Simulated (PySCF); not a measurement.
# Where the electron goes

Compound: C₈H₁₀O.
Structure used (PBE0-D3(BJ)/def2-SVP), in Å, numbered top down from 1:
```
atom  x, y, z in Å
C1     3.106   -1.469    0.127
C2     2.086   -1.063    0.882
C3     1.825    0.369    1.266
C4     0.517    0.836    0.814
C5    -0.578    1.189    0.433
C6    -1.895    1.576   -0.048
C7    -2.700    0.483   -0.761
C8    -1.931   -0.603   -1.459
O9    -3.903    0.542   -0.767
H10    3.838   -0.761   -0.275
H11    3.249   -2.525   -0.115
H12    1.364   -1.795    1.262
H13    1.875    0.468    2.366
H14    2.618    1.018    0.860
H15   -2.532    1.968    0.759
H16   -1.797    2.396   -0.784
H17   -1.432   -1.237   -0.709
H18   -1.127   -0.178   -2.080
H19   -2.615   -1.208   -2.066
```

Theory: TDDFT PBE0/def2-SVPD, vertical, gas phase, core orbitals frozen in the response in PySCF 2.14.0, density-fitted response routines.

Kohn–Sham orbitals with the atoms that hold most of them (Löwdin shares over 4%, at most four atoms; ? is withheld):

| orbital | ε (eV) | atoms |
| --- | --- | --- |
| HOMO-3 | -8.28 | C5 24%, O9 21%, C4 21%, C3 6% |
| HOMO-2 | -7.93 | C1 32%, C2 31%, O9 7%, C4 6% |
| HOMO-1 | -7.58 | ? |
| HOMO | -7.13 | O9 36%, C4 16%, C5 14%, C7 8% |
| LUMO | ? | ? |
| LUMO+1 | -0.13 | C1 31%, C2 30%, C3 6%, H10 6% |
| LUMO+2 | 0.51 | C8 11%, C5 11%, C4 11%, C6 8% |

Q: Give the leading atoms of the HOMO-1.

A: C5 (bonded to 2 C) 34%; C4 (bonded to 2 C) 33%; C3 (bonded to 2 C and 2 H) 8%; C6 (bonded to 2 C and 2 H) 7%.

Q: Give the leading atoms of the LUMO.

A: C7 (bonded to 2 C and O) 37%; O9 (bonded to C) 31%; C6 (bonded to 2 C and 2 H) 7%; C8 (bonded to C and 3 H) 7%. By element: carbon 51% or more, oxygen 31%.

Q: What is the LUMO energy, and the HOMO–LUMO gap?

A: ε(LUMO) = -0.62 eV; the gap is 6.51 eV (0.2391 hartree).

Q: The HOMO–LUMO gap is 6.51 eV. Where does the response calculation put the lowest singlet, and from which orbitals?

A: S1 is at 4.43 eV (f = 0.0007), 2.07 eV below the gap, made of HOMO→LUMO (82%), HOMO-3→LUMO (9%). 

Q: One configuration dominates each of S1 and S2. Which, and how do the shares of the two leading atoms of either orbital change from the occupied to the empty one?

A: 
- S1 (4.43 eV, f 0.0007), HOMO→LUMO (82%): O9 36% → 31%, C4 16% → at most 8%, C7 8% → 37%
- S2 (5.83 eV, f 0.0050), HOMO-1→LUMO (87%): C5 34% → at most 8%, C4 33% → at most 8%, C7 at most 7% → 37%, O9 at most 7% → 31%

One conformer stands for the species.
